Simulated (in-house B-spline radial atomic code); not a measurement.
What moves the levels of Ar ([Ne] 3s2 3p6)? Level of theory: Dirac-Hartree-Fock, average of configuration, Fermi nucleus of rms radius 3.3468 fm; calculated with a B-spline radial code for spherical atoms.

Baseline run (computed): total energy -528.6838 hartree, 1s1/2 at -119.1266 hartree, 3p3/2 at -15.995 eV with <r> = 1.665 bohr.

Changing the nucleus:

| nucleus | ΔE (eV) |
| --- | --- |
| Fermi nucleus of rms radius 3.3654 fm, A = 34 | 0.000197 |
| Fermi nucleus of rms radius 3.3636 fm, A = 35 | 0.000178 |
| Fermi nucleus of rms radius 3.3905 fm, A = 36 | 0.000465 |
| Fermi nucleus of rms radius 3.3908 fm, A = 37 | 0.000468 |
| Fermi nucleus of rms radius 3.4028 fm, A = 38 | 0.000597 |
| Fermi nucleus of rms radius 3.4093 fm, A = 39 | 0.000666 |
| Fermi nucleus of rms radius 3.4274 fm, A = 40 | 0.000862 |
| Fermi nucleus of rms radius 3.4251 fm, A = 41 | 0.000837 |
| Fermi nucleus of rms radius 3.4414 fm, A = 42 | 0.00101 |
| Fermi nucleus of rms radius 3.4354 fm, A = 43 | 0.000948 |
| Fermi nucleus of rms radius 3.4454 fm, A = 44 | 0.00106 |
| Fermi nucleus of rms radius 3.4377 fm, A = 46 | 0.000973 |

A larger nucleus binds the electrons less, roughly as the density at the nucleus times the change of the nuclear <r²>. The reference is A = 32.
